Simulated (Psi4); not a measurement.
Torsional profile of SMILES c1cscc1-c1c(cccc1F)F (C10H6F2S). Scanned: dihedral C2–C8–C9–C10; all other coordinates were relaxed at GFN2-xTB. Points at φ and −φ are mirror images.

Geometry of the scan point at 90° (Å):
```
19

F     -0.0468     2.2556    -0.2806
C     -0.8265     1.1630    -0.1723
C     -2.1977     1.3102    -0.2728
C     -3.0037     0.1906    -0.1630
C     -2.4419    -1.0572     0.0440
C     -1.0669    -1.1670     0.1394
F     -0.5253    -2.3836     0.3401
C     -0.2181    -0.0703     0.0353
C      1.2458    -0.2052     0.1535
C      1.9451    -0.1195     1.3862
C      3.2826    -0.2744     1.2322
S      3.7224    -0.5272    -0.4094
C      2.0810    -0.4228    -0.8983
H     -2.6138     2.2915    -0.4346
H     -4.0747     0.2908    -0.2393
H     -3.0506    -1.9426     0.1320
H      1.4601     0.0493     2.3308
H      4.0441    -0.2557     1.9858
H      1.8236    -0.5279    -1.9335
```

Method: PBE-D3(BJ)/def2-SVP // GFN2-xTB in Psi4.

Scanned values (°): -150, -120, -90, -60, -30, 0, 30, 60, 90, 120, 150, 180.

At which scan points does the profile have its minima and maxima, and how high do they lie?

Lower than their neighbours: -150° (0.0 kcal/mol), -30° (0.0 kcal/mol), 30° (0.0 kcal/mol), 150° (0.0 kcal/mol). Higher than their neighbours: -90° (3.0 kcal/mol), 0° (0.6 kcal/mol), 90° (3.0 kcal/mol), 180° (0.6 kcal/mol). The whole profile spans 3.0 kcal/mol.
